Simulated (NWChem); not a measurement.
System: C2HF4, doublet; SMILES F[CH]C(F)(F)F

Input file for NWChem:

```
start job
memory heap 200 mb stack 900 mb global 1100 mb
geometry units angstroms noautosym nocenter noautoz
  F     -0.086213    -1.987527    -0.007235
  C      0.697243    -0.933155    -0.091754
  C      0.017908     0.389256    -0.024889
  F     -0.507448     0.633539     1.183975
  F     -0.976156     0.473471    -0.906435
  F      0.906212     1.348500    -0.281530
  H      1.732964    -1.061188     0.232481
end
basis spherical
  F library 6-31g*
  C library 6-31g*
  H library 6-31g*
end
dft
  odft
  mult 2
  xc xpbe96 cpbe96
  iterations 150
end
property
  hyperfine
end
task dft property
```

Excerpt of the output:

```
             Northwest Computational Chemistry Package (NWChem) 7.3.0
             --------------------------------------------------------

                             Geometry "geometry" -> ""
                             -------------------------

 Output coordinates in angstroms (scale by  1.889725989 to convert to a.u.)

  No.       Tag          Charge          X              Y              Z
 ---- ---------------- ---------- -------------- -------------- --------------
    1 F                    9.0000    -0.08621300    -1.98752700    -0.00723500
    2 C                    6.0000     0.69724300    -0.93315500    -0.09175400
    3 C                    6.0000     0.01790800     0.38925600    -0.02488900
    4 F                    9.0000    -0.50744800     0.63353900     1.18397500
    5 F                    9.0000    -0.97615600     0.47347100    -0.90643500
    6 F                    9.0000     0.90621200     1.34850000    -0.28153000
    7 H                    1.0000     1.73296400    -1.06118800     0.23248100

 Effective nuclear repulsion energy (a.u.)     261.1623731055

  pbe96 is a nonlocal functional; adding pw91lda local functional.
                              NWChem Property Module
                              ----------------------

  itol2e modified to match energy
  convergence criterion.

                                 NWChem DFT Module
                                 -----------------

 Summary of "ao basis" -> "ao basis" (spherical)
 ------------------------------------------------------------------------------
       Tag                 Description            Shells   Functions and Types
 ---------------- ------------------------------  ------  ---------------------
 F                           6-31g*                  6       14   3s2p1d
 C                           6-31g*                  6       14   3s2p1d
 H                           6-31g*                  2        2   2s

  itol2e modified to match energy
  convergence criterion.

            General Information
            -------------------
          SCF calculation type: DFT
          Wavefunction type:  spin polarized.
          No. of atoms     :     7
          No. of electrons :    49
           Alpha electrons :    25
            Beta electrons :    24
          Charge           :     0
          Spin multiplicity:     2
          Use of symmetry is: off; symmetry adaption is: off
          Maximum number of iterations: 150
          AO basis - number of functions:    86
                     number of shells:    38
          Convergence on energy requested:  1.00D-07
          Convergence on density requested:  1.00D-05
          Convergence on gradient requested:  5.00D-04

              XC Information
              --------------
          PerdewBurkeErnzerhof Exchange Functional  1.000
            Perdew 1991 LDA Correlation Functional  1.000 local
           PerdewBurkeErnz. Correlation Functional  1.000 non-local

             Grid Information
             ----------------
          Grid used for XC integration:  fine
          Radial quadrature: Mura-Knowles
          Angular quadrature: Lebedev.
          Tag              B.-S. Rad. Rad. Pts. Rad. Cut. Ang. Pts.
          ---              ---------- --------- --------- ---------
          F                   0.50       70           9.0       590
          C                   0.70       70           8.0       590
          H                   0.35       60           8.0       590
          Grid pruning is: on
          Number of quadrature shells:   480
          Spatial weights used:  Erf1

      Superposition of Atomic Density Guess
      -------------------------------------

 Sum of atomic energies:        -473.30806893

      Non-variational initial energy
      ------------------------------

 Total energy =    -475.088021
 1-e energy   =   -1179.059099
 2-e energy   =     442.808705
 HOMO         =      -0.099144
 LUMO         =       0.201761

   convergence    iter        energy       DeltaE   RMS-Dens  Diis-err
 ---------------- ----- ----------------- --------- --------- ---------
 d= 0,ls=0.0,diis     1   -475.4062517324 -7.37D+02  1.23D-02  5.33D-01
                                                     1.21D-02  5.24D-01
 d= 0,ls=0.0,diis     2   -474.8760754344  5.30D-01  7.47D-03  2.18D+00
                                                     7.74D-03  2.21D+00
 d= 0,ls=0.0,diis     3   -475.6237505089 -7.48D-01  1.47D-03  2.63D-02
                                                     1.48D-03  2.58D-02
 d= 0,ls=0.0,diis     4   -475.6269563710 -3.21D-03  7.51D-04  1.52D-02
                                                     8.21D-04  1.55D-02
 d= 0,ls=0.0,diis     5   -475.6316501703 -4.69D-03  2.09D-04  1.34D-03
                                                     2.04D-04  1.29D-03
  Resetting Diis
 d= 0,ls=0.0,diis     6   -475.6320805478 -4.30D-04  4.29D-05  1.05D-05
                                                     3.38D-05  9.40D-06
 d= 0,ls=0.0,diis     7   -475.6320848477 -4.30D-06  2.36D-05  2.08D-06
                                                     2.62D-05  2.64D-06
 d= 0,ls=0.0,diis     8   -475.6320832907  1.56D-06  1.59D-05  7.69D-06
                                                     1.53D-05  7.34D-06
 d= 0,ls=0.0,diis     9   -475.6320857782 -2.49D-06  3.02D-06  6.44D-08
                                                     1.83D-06  3.73D-08
 d= 0,ls=0.0,diis    10   -475.6320857978 -1.96D-08  6.51D-07  8.06D-09
                                                     1.35D-06  1.61D-08

         Total DFT energy =     -475.632085797785
      One electron energy =    -1179.426692253596
           Coulomb energy =      495.276600757736
    Exchange-Corr. energy =      -52.644367407399
 Nuclear repulsion energy =      261.162373105474

 Numeric. integr. density =       48.999999744648

                    DFT Final Alpha Molecular Orbital Analysis
                    ------------------------------------------

[...]

          ----------------------
          Hyperfine Interactions
          ----------------------

 Total Spin Density (Fermi Contact Term)
 ------------------ --------------------
     Atom            x         y         z       Density (a.u.)      Aiso(MHz)     Aiso(Gauss)
     1  19-F     -0.16292  -3.75588  -0.01367       0.041208        173.378491      61.865653
     2  13-C      1.31760  -1.76341  -0.17339       0.179340        201.612504      71.940233
     3  13-C      0.03384   0.73559  -0.04703      -0.017186        -19.320395      -6.893986
     4  19-F     -0.95894   1.19722   2.23739       0.034529        145.277998      51.838715
     5  19-F     -1.84467   0.89473  -1.71291       0.010142         42.670146      15.225743
     6  19-F      1.71249   2.54830  -0.53201       0.000372          1.564984       0.558424
     7   1-H      3.27483  -2.00535   0.43933      -0.010986        -49.103934     -17.521475

           -------------------------------------------
           Anisotropic Interaction (Spin-Dipolar Term)
           -------------------------------------------

 ------------------------------------------------------------
     Atom            x         y         z
 ------------------------------------------------------------
     1  19-F     -0.16292  -3.75588  -0.01367

   Spin-Dipolar term (a.u.)
        xx             yy             zz             xy             xz             yz
 ------------------------------------------------------------------------------------------
      -0.496220      -0.543298       1.039518      -0.036516      -0.229765       0.072698

   Principal Comp. of -hf- tensor (au)            Anisotropic -hfcc- (MHz)               Anisotropic -hfcc- (Gauss)
 --------------------------------------------------------------------------------------------------------------------------
     -0.511453    -0.565385     1.076838    -256.865052  -283.950837   540.815889     -91.655683  -101.320549   192.976232

   Orientation of the principal axis of Hyperfine Tensor w.r.t absolute (molecular) frame
 --------------------------------------------------------------------------------------------------------------------------
      0.798931     0.583570    -0.145447
     -0.583506     0.810712     0.047621
      0.145706     0.046823     0.988219

 ------------------------------------------------------------
     Atom            x         y         z
 ------------------------------------------------------------
     2  13-C      1.31760  -1.76341  -0.17339

   Spin-Dipolar term (a.u.)
        xx             yy             zz             xy             xz             yz
 ------------------------------------------------------------------------------------------
      -0.494681      -0.518784       1.013465      -0.015951      -0.206808       0.079411

   Principal Comp. of -hf- tensor (au)            Anisotropic -hfcc- (MHz)               Anisotropic -hfcc- (Gauss)
 --------------------------------------------------------------------------------------------------------------------------
     -0.517534    -0.527953     1.045487     -69.448111   -70.846262   140.294373     -24.780771   -25.279665    50.060437

   Orientation of the principal axis of Hyperfine Tensor w.r.t absolute (molecular) frame
 --------------------------------------------------------------------------------------------------------------------------
      0.710459     0.690973    -0.133430
     -0.691281     0.720741     0.051604
      0.131825     0.055575     0.989714

 ------------------------------------------------------------
     Atom            x         y         z
 ------------------------------------------------------------
     3  13-C      0.03384   0.73559  -0.04703

   Spin-Dipolar term (a.u.)
        xx             yy             zz             xy             xz             yz
 ------------------------------------------------------------------------------------------
      -0.015281       0.008915       0.006366      -0.018988       0.007165      -0.017827

   Principal Comp. of -hf- tensor (au)            Anisotropic -hfcc- (MHz)               Anisotropic -hfcc- (Gauss)
 --------------------------------------------------------------------------------------------------------------------------
     -0.025914     0.033027    -0.007113      -3.477415     4.431847    -0.954432      -1.240826     1.581391    -0.340565

   Orientation of the principal axis of Hyperfine Tensor w.r.t absolute (molecular) frame
 --------------------------------------------------------------------------------------------------------------------------
      0.853083    -0.370646    -0.367247
      0.513224     0.722963     0.462520
      0.094075    -0.583048     0.806972

 ------------------------------------------------------------
     Atom            x         y         z
 ------------------------------------------------------------
     4  19-F     -0.95894   1.19722   2.23739

   Spin-Dipolar term (a.u.)
        xx             yy             zz             xy             xz             yz
 ------------------------------------------------------------------------------------------
       0.021114       0.088174      -0.109288      -0.206528      -0.090726       0.110011

   Principal Comp. of -hf- tensor (au)            Anisotropic -hfcc- (MHz)               Anisotropic -hfcc- (Gauss)
 --------------------------------------------------------------------------------------------------------------------------
     -0.153523     0.312118    -0.158595     -77.102962   156.753490   -79.650528     -27.512208    55.933449   -28.421241

   Orientation of the principal axis of Hyperfine Tensor w.r.t absolute (molecular) frame
 --------------------------------------------------------------------------------------------------------------------------
      0.772912    -0.612652    -0.165118
      0.462941     0.722451    -0.513567
      0.433927     0.320502     0.842013

 ------------------------------------------------------------
     Atom            x         y         z
 ------------------------------------------------------------
     5  19-F     -1.84467   0.89473  -1.71291

   Spin-Dipolar term (a.u.)
        xx             yy             zz             xy             xz             yz
 ------------------------------------------------------------------------------------------
       0.073812      -0.024348      -0.049463      -0.066370      -0.023919       0.011750

   Principal Comp. of -hf- tensor (au)            Anisotropic -hfcc- (MHz)               Anisotropic -hfcc- (Gauss)
 --------------------------------------------------------------------------------------------------------------------------
      0.111684    -0.057833    -0.053851      56.090672   -29.045326   -27.045346      20.014513   -10.364077    -9.650436

   Orientation of the principal axis of Hyperfine Tensor w.r.t absolute (molecular) frame
 --------------------------------------------------------------------------------------------------------------------------
      0.881067     0.458976     0.114293
     -0.443965     0.885836    -0.134869
     -0.163146     0.068087     0.984250

 ------------------------------------------------------------
     Atom            x         y         z
 ------------------------------------------------------------
     6  19-F      1.71249   2.54830  -0.53201

   Spin-Dipolar term (a.u.)
        xx             yy             zz             xy             xz             yz
 ------------------------------------------------------------------------------------------
      -0.032211      -0.015527       0.047738       0.012948       0.010579       0.040359

   Principal Comp. of -hf- tensor (au)            Anisotropic -hfcc- (MHz)               Anisotropic -hfcc- (Gauss)
 --------------------------------------------------------------------------------------------------------------------------
     -0.027884    -0.041772     0.069657     -14.004237   -20.979058    34.983295      -4.997052    -7.485837    12.482889

   Orientation of the principal axis of Hyperfine Tensor w.r.t absolute (molecular) frame
 --------------------------------------------------------------------------------------------------------------------------
      0.715975    -0.682249     0.148043
      0.569341     0.693339     0.441736
     -0.404018    -0.231985     0.884846

 ------------------------------------------------------------
     Atom            x         y         z
 ------------------------------------------------------------
     7   1-H      3.27483  -2.00535   0.43933

   Spin-Dipolar term (a.u.)
        xx             yy             zz             xy             xz             yz
 ------------------------------------------------------------------------------------------
       0.060184      -0.058766      -0.001418      -0.018092       0.025438      -0.000847

   Principal Comp. of -hf- tensor (au)            Anisotropic -hfcc- (MHz)               Anisotropic -hfcc- (Gauss)
 --------------------------------------------------------------------------------------------------------------------------
      0.071635    -0.061610    -0.010025      38.220902   -32.872288    -5.348613      13.638145   -11.729630    -1.908515

   Orientation of the principal axis of Hyperfine Tensor w.r.t absolute (molecular) frame
 --------------------------------------------------------------------------------------------------------------------------
      0.935652     0.157485    -0.315839
     -0.131939     0.986115     0.100839
      0.327335    -0.052678     0.943439
```

Level: PBE/6-31G* (spherical d), spin-unrestricted, contact and dipolar terms. Coordinates come from a PBE0/def2-SVP, spin-unrestricted optimisation. No stability test was run on the SCF state.
